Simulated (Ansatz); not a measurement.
## Molecular dynamics of C4H7NO2

Input:

```yaml
crystal:
  periodic: [false, false, false]
  atoms:
    - { symbol: C, position_ang: [-0.580322, -0.432427, 1.453783] }
    - { symbol: C, position_ang: [0.221315, -0.227416, 0.131664] }
    - { symbol: O, position_ang: [0.770995, -1.467233, -0.369902] }
    - { symbol: C, position_ang: [-0.66058, 0.420667, -0.961307] }
    - { symbol: "N", position_ang: [-0.609229, -0.181177, -2.118335] }
    - { symbol: C, position_ang: [1.427354, 0.790997, 0.410663] }
    - { symbol: O, position_ang: [1.459367, 1.620183, 1.335892] }
    - { symbol: H, position_ang: [-1.502752, -0.99408, 1.265349] }
    - { symbol: H, position_ang: [0.037071, -0.992331, 2.166177] }
    - { symbol: H, position_ang: [-0.825862, 0.543745, 1.890046] }
    - { symbol: H, position_ang: [0.448896, -1.399233, -1.34797] }
    - { symbol: H, position_ang: [-1.23996, 1.327003, -0.703177] }
    - { symbol: H, position_ang: [-1.23308, 0.335793, -2.811217] }
    - { symbol: H, position_ang: [2.274086, 0.626211, -0.312768] }
magnetization:
  spin_polarized: true
basis:
  gaussian: { orbitals: STO-3G }
hamiltonian:
  xc: r2scanh
  dispersion: d4
md:
  timestep: 0.5
  n_steps: 38
  ensemble: nvt_nose_hoover
  temperature: 200.0
  initial_velocities: maxwell_boltzmann
  seed: 978169
  nose_hoover: { tau: 20.0, chain_length: 5 }
```

Launched with:

```bash
$ ansatz run input.yaml --threads 1 --pin off --max-ram 2048MiB --backend cpu --events-out ev --progress --plain --runs-dir out
```

It starts from a relaxed structure.

Output, in part (one step line in 2, the closing report, with atoms numbered from 0):

```
md step     0: t =     0.00 fs  T =   200.0 K  F+E_penalty+E_count = -9711.92606375 eV  E_kin = 0.310224 eV  conserved = -9711.61583975 eV  (31 SCF iters)
md step     2: t =     1.00 fs  T =   179.8 K  F+E_penalty+E_count = -9711.89396390 eV  E_kin = 0.278840 eV  conserved = -9711.61513788 eV  (36 SCF iters)
md step     4: t =     2.00 fs  T =   142.5 K  F+E_penalty+E_count = -9711.83499666 eV  E_kin = 0.221014 eV  conserved = -9711.61414121 eV  (34 SCF iters)
md step     6: t =     3.00 fs  T =   123.8 K  F+E_penalty+E_count = -9711.80558813 eV  E_kin = 0.191995 eV  conserved = -9711.61415381 eV  (29 SCF iters)
md step     8: t =     4.00 fs  T =   124.1 K  F+E_penalty+E_count = -9711.80614128 eV  E_kin = 0.192478 eV  conserved = -9711.61496653 eV  (30 SCF iters)
md step    10: t =     5.00 fs  T =   115.3 K  F+E_penalty+E_count = -9711.79176468 eV  E_kin = 0.178881 eV  conserved = -9711.61528167 eV  (35 SCF iters)
md step    12: t =     6.00 fs  T =    87.3 K  F+E_penalty+E_count = -9711.74618959 eV  E_kin = 0.135387 eV  conserved = -9711.61447054 eV  (28 SCF iters)
md step    14: t =     7.00 fs  T =    68.7 K  F+E_penalty+E_count = -9711.71528057 eV  E_kin = 0.106521 eV  conserved = -9711.61372191 eV  (28 SCF iters)
md step    16: t =     8.00 fs  T =    84.8 K  F+E_penalty+E_count = -9711.73923397 eV  E_kin = 0.131472 eV  conserved = -9711.61440356 eV  (29 SCF iters)
md step    18: t =     9.00 fs  T =   112.5 K  F+E_penalty+E_count = -9711.78051118 eV  E_kin = 0.174425 eV  conserved = -9711.61544327 eV  (29 SCF iters)
md step    20: t =    10.00 fs  T =   114.5 K  F+E_penalty+E_count = -9711.77982427 eV  E_kin = 0.177548 eV  conserved = -9711.61524044 eV  (32 SCF iters)
md step    22: t =    11.00 fs  T =    95.1 K  F+E_penalty+E_count = -9711.74503800 eV  E_kin = 0.147478 eV  conserved = -9711.61421088 eV  (30 SCF iters)
md step    24: t =    12.00 fs  T =    89.5 K  F+E_penalty+E_count = -9711.73241529 eV  E_kin = 0.138813 eV  conserved = -9711.61384253 eV  (31 SCF iters)
md step    26: t =    13.00 fs  T =   111.6 K  F+E_penalty+E_count = -9711.76310036 eV  E_kin = 0.173169 eV  conserved = -9711.61458504 eV  (32 SCF iters)
md step    28: t =    14.00 fs  T =   135.8 K  F+E_penalty+E_count = -9711.79529874 eV  E_kin = 0.210602 eV  conserved = -9711.61535673 eV  (37 SCF iters)
md step    30: t =    15.00 fs  T =   133.7 K  F+E_penalty+E_count = -9711.78477056 eV  E_kin = 0.207374 eV  conserved = -9711.61498440 eV  (37 SCF iters)
md step    32: t =    16.00 fs  T =   117.5 K  F+E_penalty+E_count = -9711.75191022 eV  E_kin = 0.182250 eV  conserved = -9711.61388744 eV  (30 SCF iters)
md step    34: t =    17.00 fs  T =   124.4 K  F+E_penalty+E_count = -9711.75600721 eV  E_kin = 0.192907 eV  conserved = -9711.61389840 eV  (30 SCF iters)
md step    36: t =    18.00 fs  T =   154.4 K  F+E_penalty+E_count = -9711.79590928 eV  E_kin = 0.239517 eV  conserved = -9711.61508747 eV  (36 SCF iters)
md step    38: t =    19.00 fs  T =   165.8 K  F+E_penalty+E_count = -9711.80479047 eV  E_kin = 0.257196 eV  conserved = -9711.61548287 eV  (33 SCF iters)
Total energy: -9711.80479688 eV, -356.9022433876 hartree
Atom 0 at    -0.568849    -0.437107     1.420396 Å, force    -0.159845     0.316232     0.588137 eV/Å
Atom 1 at     0.264818    -0.235499     0.131289 Å, force    -0.461358     0.025408    -0.054198 eV/Å
Atom 2 at     0.764023    -1.503860    -0.352033 Å, force    -0.035394     0.242432    -0.545151 eV/Å
Atom 3 at    -0.597153     0.467489    -0.960661 Å, force     0.299931     0.038869     0.296394 eV/Å
Atom 4 at    -0.642229    -0.187554    -2.082375 Å, force    -0.396867    -0.257846    -0.191168 eV/Å
Atom 5 at     1.412228     0.824925     0.377734 Å, force    -0.256903    -0.548488    -0.136429 eV/Å
Atom 6 at     1.421558     1.594669     1.348669 Å, force     0.427045     0.366274     0.152144 eV/Å
Atom 7 at    -1.443947    -1.061319     1.237189 Å, force    -0.127995    -0.222460    -0.177959 eV/Å
Atom 8 at     0.033012    -0.904628     2.211448 Å, force     0.070472     0.026028    -0.168495 eV/Å
Atom 9 at    -0.917468     0.534643     1.785899 Å, force     0.030625     0.095328     0.085007 eV/Å
Atom 10 at     0.374279    -1.469189    -1.314220 Å, force     0.132929    -0.007126     0.254180 eV/Å
Atom 11 at    -1.010953     1.483620    -0.761895 Å, force    -0.093583    -0.446069     0.131039 eV/Å
Atom 12 at    -1.281654     0.347130    -2.741282 Å, force     0.121536     0.092384    -0.381570 eV/Å
Atom 13 at     2.143834     0.781631    -0.469843 Å, force     0.449408     0.279036     0.148069 eV/Å
Dipole moment:    -0.378943     0.315144    -0.321576 e Å
```

The run went to its last step. The conserved energy stayed within 0.15 meV per atom of its start (net change 0.026 meV per atom), so the integration is sound. The mean temperature of the second half is 38 % below the set value. A run of 0.019 ps of so small a system gives no equilibrium averages. Limits of this set-up: minimal basis.

The same pairs are bonded in the first frame and the last. Pairs count as bonded within 1.25 times the sum of covalent radii (0.12 Å more for H–H).

Last frame:

```xyz
14
Properties=species:S:1:pos:R:3
C -0.569 -0.437 1.420
C 0.265 -0.235 0.131
O 0.764 -1.504 -0.352
C -0.597 0.468 -0.961
N -0.642 -0.188 -2.082
C 1.412 0.825 0.378
O 1.422 1.595 1.349
H -1.444 -1.061 1.237
H 0.033 -0.905 2.211
H -0.917 0.535 1.786
H 0.374 -1.469 -1.314
H -1.011 1.484 -0.762
H -1.282 0.347 -2.741
H 2.144 0.782 -0.470
```

Time of the run: 6.1 min on 1 thread of Arm Neoverse V2, on a shared host, peak memory 0.23 GiB.
